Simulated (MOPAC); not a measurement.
MOPAC input (PM7):

```
PM7 1SCF UHF MS=0.5 GEO-OK AUX(PRECISION=9) THREADS=1
C4H9O

C    -0.06979756 1    1.52270279 1    0.26646729 1
C    -0.48264306 1    0.09644613 1    0.11446172 1
C    -1.80841303 1   -0.23503826 1   -0.47278997 1
O     0.46272251 1   -0.83930226 1   -0.23054878 1
C     1.75793190 1   -0.71070509 1    0.33012951 1
H     0.73453541 1    1.66023414 1    0.99105625 1
H    -0.92064145 1    2.11629180 1    0.60048702 1
H     0.27559418 1    1.95374659 1   -0.68873706 1
H    -1.83854725 1   -0.03392981 1   -1.55600324 1
H    -2.03836987 1   -1.29242768 1   -0.33407184 1
H    -2.59658567 1    0.35869297 1   -0.00829571 1
H     2.27893852 1    0.17435800 1   -0.04501381 1
H     2.31084766 1   -1.59949505 1    0.03275104 1
H     1.70997881 1   -0.66348621 1    1.42260637 1
```

Output:

```
 *******************************************************************************
 **                                                                           **
 **                              MOPAC v23.2.5                                **
 **                                                                           **
 *******************************************************************************
 ** MOPAC's Digital Object Identifier: https://doi.org/10.5281/zenodo.6511958 **
 **                                                                           **
 ** Please cite the open-source release paper for use of this MOPAC version:  **
 ** J. E. Moussa and J. J. P. Stewart (2026)                                  **
 ** MOPAC: An open-source semiempirical molecular orbital program             **
 ** J. Open Source Softw., 11(119), 8025, https://doi.org/10.21105/joss.08025 **
 *******************************************************************************

                              PM7 CALCULATION RESULTS

 *******************************************************************************
 *  PM7        - The PM7 Hamiltonian to be used
 *  GEO-OK     - OVERRIDE INTERATOMIC DISTANCE AND OTHER SAFETY CHECKS
 *  UHF        - UNRESTRICTED HARTREE-FOCK CALCULATION
 *  MS=        - IN MECI, MAGNETIC COMPONENT OF SPIN =  0.5
 *  1SCF       - DO 1 SCF AND THEN STOP
 *  AUX        - OUTPUT AUXILIARY INFORMATION
 *******************************************************************************
PM7 1SCF UHF MS=0.5 GEO-OK AUX(PRECISION=9) THREADS=1
 C4H9O

   ATOM   CHEMICAL          X               Y               Z
  NUMBER   SYMBOL      (ANGSTROMS)     (ANGSTROMS)     (ANGSTROMS)

     1       C         -0.06979756  *   1.52270279  *   0.26646729  *
     2       C         -0.48264306  *   0.09644613  *   0.11446172  *
     3       C         -1.80841303  *  -0.23503826  *  -0.47278997  *
     4       O          0.46272251  *  -0.83930226  *  -0.23054878  *
     5       C          1.75793190  *  -0.71070509  *   0.33012951  *
     6       H          0.73453541  *   1.66023414  *   0.99105625  *
     7       H         -0.92064145  *   2.11629180  *   0.60048702  *
     8       H          0.27559418  *   1.95374659  *  -0.68873706  *
     9       H         -1.83854725  *  -0.03392981  *  -1.55600324  *
    10       H         -2.03836987  *  -1.29242768  *  -0.33407184  *
    11       H         -2.59658567  *   0.35869297  *  -0.00829571  *
    12       H          2.27893852  *   0.17435800  *  -0.04501381  *
    13       H          2.31084766  *  -1.59949505  *   0.03275104  *
    14       H          1.70997881  *  -0.66348621  *   1.42260637  *

          CARTESIAN COORDINATES

    NO.       ATOM           X           Y           Z

     1         C         -0.0698      1.5227      0.2665
     2         C         -0.4826      0.0964      0.1145
     3         C         -1.8084     -0.2350     -0.4728
     4         O          0.4627     -0.8393     -0.2305
     5         C          1.7579     -0.7107      0.3301
     6         H          0.7345      1.6602      0.9911
     7         H         -0.9206      2.1163      0.6005
     8         H          0.2756      1.9537     -0.6887
     9         H         -1.8385     -0.0339     -1.5560
    10         H         -2.0384     -1.2924     -0.3341
    11         H         -2.5966      0.3587     -0.0083
    12         H          2.2789      0.1744     -0.0450
    13         H          2.3108     -1.5995      0.0328
    14         H          1.7100     -0.6635      1.4226

 General Reference for PM7:
 "Optimization of Parameters for Semiempirical Methods VI: More Modifications to the
 NDDO Approximations and Re-optimization of Parameters", J. J. P. Stewart, J. Mol. Mod., 1:32, 19 (2013)
 https://link.springer.com/article/10.1007/s00894-012-1667-x

           Empirical Formula: C4 H9 O  =    14 atoms

      MOLECULAR POINT GROUP   :   C1

          UHF CALCULATION, NO. OF ALPHA ELECTRONS =   16
                           NO. OF BETA  ELECTRONS =   15

 -------------------------------------------------------------------------------
 PM7 1SCF UHF MS=0.5 GEO-OK AUX(PRECISION=9) THREADS=1
 C4H9O

     1SCF WAS SPECIFIED, SO BFGS WAS NOT USED
     SCF FIELD WAS ACHIEVED

                              PM7 CALCULATION
                                                       MOPAC v23.2.5 Linux

          FINAL HEAT OF FORMATION =        -35.28944 KCAL/MOL =    -147.65100 KJ/MOL

          COSMO AREA              =        123.66 SQUARE ANGSTROMS
          COSMO VOLUME            =        110.60 CUBIC ANGSTROMS

          IONIZATION POTENTIAL    =          7.918495 EV
          ALPHA SOMO LUMO (EV)    =         -7.918  2.283
          BETA  SOMO LUMO (EV)    =        -10.591  1.484
          NO. OF ALPHA ELECTRONS  =         16
          NO. OF BETA  ELECTRONS  =         15
          MOLECULAR WEIGHT        =         73.1145         POINT GROUP:  C1

          MOLECULAR DIMENSIONS (Angstroms)

            Atom       Atom       Distance
            H    13    H    11     5.28385
            H    10    H     6     3.99235
            H    14    H     8     2.60174

          SCF CALCULATIONS        =          1

   ATOM   CHEMICAL          X               Y               Z
  NUMBER   SYMBOL      (ANGSTROMS)     (ANGSTROMS)     (ANGSTROMS)

     1       C         -0.06979756  *   1.52270279  *   0.26646729  *
     2       C         -0.48264306  *   0.09644613  *   0.11446172  *
     3       C         -1.80841303  *  -0.23503826  *  -0.47278997  *
     4       O          0.46272251  *  -0.83930226  *  -0.23054878  *
     5       C          1.75793190  *  -0.71070509  *   0.33012951  *
     6       H          0.73453541  *   1.66023414  *   0.99105625  *
     7       H         -0.92064145  *   2.11629180  *   0.60048702  *
     8       H          0.27559418  *   1.95374659  *  -0.68873706  *
     9       H         -1.83854725  *  -0.03392981  *  -1.55600324  *
    10       H         -2.03836987  *  -1.29242768  *  -0.33407184  *
    11       H         -2.59658567  *   0.35869297  *  -0.00829571  *
    12       H          2.27893852  *   0.17435800  *  -0.04501381  *
    13       H          2.31084766  *  -1.59949505  *   0.03275104  *
    14       H          1.70997881  *  -0.66348621  *   1.42260637  *

                             CARTESIAN COORDINATES

   1    C       -0.069797560     1.522702790     0.266467290
   2    C       -0.482643060     0.096446130     0.114461720
   3    C       -1.808413030    -0.235038260    -0.472789970
   4    O        0.462722510    -0.839302260    -0.230548780
   5    C        1.757931900    -0.710705090     0.330129510
   6    H        0.734535410     1.660234140     0.991056250
   7    H       -0.920641450     2.116291800     0.600487020
   8    H        0.275594180     1.953746590    -0.688737060
   9    H       -1.838547250    -0.033929810    -1.556003240
  10    H       -2.038369870    -1.292427680    -0.334071840
  11    H       -2.596585670     0.358692970    -0.008295710
  12    H        2.278938520     0.174358000    -0.045013810
  13    H        2.310847660    -1.599495050     0.032751040
  14    H        1.709978810    -0.663486210     1.422606370

           Empirical Formula: C4 H9 O  =    14 atoms

      MOLECULAR POINT GROUP   :   C1

          ALPHA EIGENVALUES
 -29.97281 -27.20829 -25.08821 -23.73228 -19.31605 -16.42948 -15.82736 -15.69810
 -14.39434 -13.67085 -13.54283 -13.23310 -12.55189 -11.93738 -11.03509  -7.91850
   2.28339   4.42029   4.48280   5.11127   5.52948   5.58111   5.64915   5.75892
   5.82395   5.98884   6.29821   6.86089   7.07820

           BETA EIGENVALUES
 -29.61093 -27.04392 -24.99174 -23.67642 -19.04988 -16.23625 -15.61596 -15.49779
 -14.18412 -13.63086 -13.40169 -13.20223 -12.46805 -11.71229 -10.59062   1.48419
   2.49793   4.68823   4.69970   5.27808   5.54342   5.64689   5.69923   5.82066
   5.89150   6.05420   6.33256   6.89096   7.12563

              NET ATOMIC CHARGES AND DIPOLE CONTRIBUTIONS

  ATOM NO.   TYPE          CHARGE      No. of ELECS.   s-Pop       p-Pop
    1          C          -0.481286        4.4813     1.05190     3.42938
    2          C           0.109442        3.8906     1.13591     2.75465
    3          C          -0.454211        4.4542     1.04811     3.40610
    4          O          -0.321773        6.3218     1.86354     4.45823
    5          C          -0.197539        4.1975     1.07715     3.12039
    6          H           0.154002        0.8460     0.84600
    7          H           0.157528        0.8425     0.84247
    8          H           0.158394        0.8416     0.84161
    9          H           0.158385        0.8416     0.84161
   10          H           0.164485        0.8355     0.83551
   11          H           0.156835        0.8432     0.84317
   12          H           0.123210        0.8768     0.87679
   13          H           0.143072        0.8569     0.85693
   14          H           0.129455        0.8705     0.87055
 DIPOLE           X         Y         Z       TOTAL
 POINT-CHG.     0.561     1.145     0.609     1.413
 HYBRID         0.098     0.102    -0.484     0.505
 SUM            0.659     1.248     0.124     1.416

          ATOMIC ORBITAL ELECTRON POPULATIONS

     Atom    s        px        py        pz
    1  C   1.05190   1.17403   1.08028   1.17507
    2  C   1.13591   0.83874   0.85452   1.06138
    3  C   1.04811   1.07188   1.18246   1.15176
    4  O   1.86354   1.25696   1.54054   1.66074
    5  C   1.07715   0.86678   1.14883   1.10478
    6  H   0.84600
    7  H   0.84247
    8  H   0.84161
    9  H   0.84161
   10  H   0.83551
   11  H   0.84317
   12  H   0.87679
   13  H   0.85693
   14  H   0.87055

                    (SZ)    =    0.500000
                    (S**2)  =    0.752123

          ATOMIC ORBITAL SPIN POPULATIONS

    Atom   Total    s     px     py     pz
         Atomic
    1  C -0.0173 -0.002 -0.003 -0.006 -0.007
    2  C  0.8603  0.070  0.032  0.068  0.689
    3  C -0.0241 -0.003 -0.014 -0.004 -0.004
    4  O  0.1086  0.004  0.013 -0.005  0.096
    5  C -0.0049 -0.000 -0.003 -0.000 -0.001
    6  H  0.0075  0.007
    7  H  0.0023  0.002
    8  H  0.0267  0.027
    9  H  0.0273  0.027
   10  H  0.0056  0.006
   11  H  0.0042  0.004
   12  H  0.0015  0.002
   13  H -0.0007 -0.001
   14  H  0.0030  0.003

 **********************
 *                    *
 * JOB ENDED NORMALLY *
 *                    *
 **********************

 == MOPAC DONE ==
```

The geometry given is a B3LYP-D3(BJ)/def2-TZVP minimum.
